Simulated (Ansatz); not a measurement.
Ligand exchange: C4H8O + C2H8MgN2 → C3H7NO + C3H9MgN

Species: C4H8O (2-butanone) `CCC(C)=O`, singlet; C2H8MgN2 `C[N](C)[Mg][NH2]`, singlet; C3H7NO (propionamide) `CCC(N)=O`, singlet; C3H9MgN `[CH3][Mg][N](C)C`, singlet. The partners trade CH3 for NH2: C–CH3 and Mg–NH2 bonds give way to C–NH2 and Mg–CH3.

Shapes, held fixed at every level: PBE0-D4/def2-TZVP. Flexible molecules stand in one conformer, not always the lowest. Programs: Ansatz 0.2.0. Electronic energies: no zero-point or thermal term.

```json
{"level": "PBE-D4/def2-TZVPP", "kind": "GGA", "ΔE (kJ/mol)": "+3.9", "less CCSD(T)/def2-TZVPP": "-18.0"}
{"level": "r2SCAN-D4/def2-TZVPP", "kind": "meta-GGA", "ΔE (kJ/mol)": "+9.8", "less CCSD(T)/def2-TZVPP": "-12.1"}
{"level": "PBE0-D4/def2-TZVPP", "kind": "global hybrid", "ΔE (kJ/mol)": "+6.8", "less CCSD(T)/def2-TZVPP": "-15.1"}
{"level": "wB97X-V/def2-TZVPP", "kind": "range-separated hybrid", "ΔE (kJ/mol)": "+15.6", "less CCSD(T)/def2-TZVPP": "-6.3"}
{"level": "B2PLYP/def2-TZVPP", "kind": "double hybrid", "ΔE (kJ/mol)": "+17.0", "less CCSD(T)/def2-TZVPP": "-4.9"}
{"level": "MP2/def2-TZVPP", "kind": "perturbation theory", "ΔE (kJ/mol)": "+22.9", "less CCSD(T)/def2-TZVPP": "+1.0"}
{"level": "CCSD(T)/def2-TZVPP", "kind": "coupled cluster or CI", "ΔE (kJ/mol)": "+21.9", "less CCSD(T)/def2-TZVPP": "0.0"}
```

The highest level, CCSD(T)/def2-TZVPP, gives ΔE = +21.9 kJ/mol; the levels span +3.9 to +22.9. The column of differences is taken from that level and isn't an error. No measured value is set beside it here. Outer-core shells of Mg are correlated, in sets that cover them unevenly.
